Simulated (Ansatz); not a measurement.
Basis sets compared for Sn₂Se⁺ (the lowest doublet isomer of a short search). Total charge 1; doublet. Geometry r2SCAN-D4/def2-TZVP. Ansatz on 4 threads of Arm Neoverse V2 on a shared host; times are rough, and most runs start from earlier orbitals.

```
atom    x (Å)    y (Å)    z (Å)
 Sn1   0.5855  -1.3559   0.8761
 Sn2   0.4317   0.7599  -1.4782
 Se3  -1.0171   0.5960   0.6021
```

In the def2 sets Sn takes a core potential; there is no spin–orbit coupling. The structure comes from a short search, and lower isomers may exist.

```tsv
level	functions	energy (Eh)	HOMO (eV)	LUMO (eV)	wall time
PBE-D4/def2-SVP	84	-2829.3414	-10.03	-9.23	1.1 s
PBE0-D4/def2-SVP	84	-2829.4229	-10.87	-8.52	1.7 s
```

Estimate the rows for PBE-D4/def2-TZVP, PBE0-D4/def2-TZVP (with forces).


```csv
level,functions,energy (Eh),HOMO (eV),LUMO (eV),wall time
PBE-D4/def2-TZVP,148,-2829.6496,-9.99,-9.15,2.1 s
PBE0-D4/def2-TZVP (with forces),148,-2829.7308,-10.83,-8.43,4.4 s
```
